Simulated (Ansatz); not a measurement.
`C=CCCCCCC` + `CCCCC` → `CCCC(C)CCC` + `C=CCCC`  (formal exchange of groups at a C–C bond)

Isolated molecules relaxed with PBE0-D4/def2-TZVP in Ansatz; ΔE leaves out vibrations. CCSD(T)/CBS is the MP2 limit (def2-TZVPP, def2-QZVPP) plus CCSD(T) − MP2 in def2-TZVPP, frozen cores. Functionals use def2-TZVPP. B3LYP here is the variant with VWN-RPA as its local correlation; programs differ in this. Each species was taken in one conformer, which may not be the lowest.

| level | ΔE (kJ/mol) | difference from CCSD(T)/CBS |
| --- | --- | --- |
| PBE-D4 | -4.6 | 2.1 |
| B3LYP-D4 | -4.4 | 2.3 |
| r2SCANh-D4 | -5.9 | 0.8 |
| B2PLYP | -3.5 | 3.2 |
| r2SCANh | -4.9 | 1.8 |
| HF/def2-SVP | 0.7 | 7.4 |
| CCSD/def2-SVP | -5.4 | 1.3 |
| SCS-MP2/def2-TZVPP | -6.2 | 0.5 |
| CCSD(T)/def2-TZVPP | -7.0 | -0.3 |
| SCS-MP2/def2-QZVPP | -6.0 | 0.7 |
| CCSD(T)/CBS | -6.7 | 0 |

Largest T1 diagnostic among the species: 0.009.

The D4 term adds −3.9 kJ/mol with B3LYP and −2.3 kJ/mol with PBE0; it sums over pairs of atoms, weighted by their polarisabilities, and B3LYP, whose exchange is more repulsive, gets the larger term. Leaving LDA and LC-ωPBE aside and taking each functional with its dispersion term where it has one, the values, not all of them listed here, spread over 3.4 kJ/mol, from B97M-V to B2PLYP. LDA lies −5.4 kJ/mol from PBE without D4.
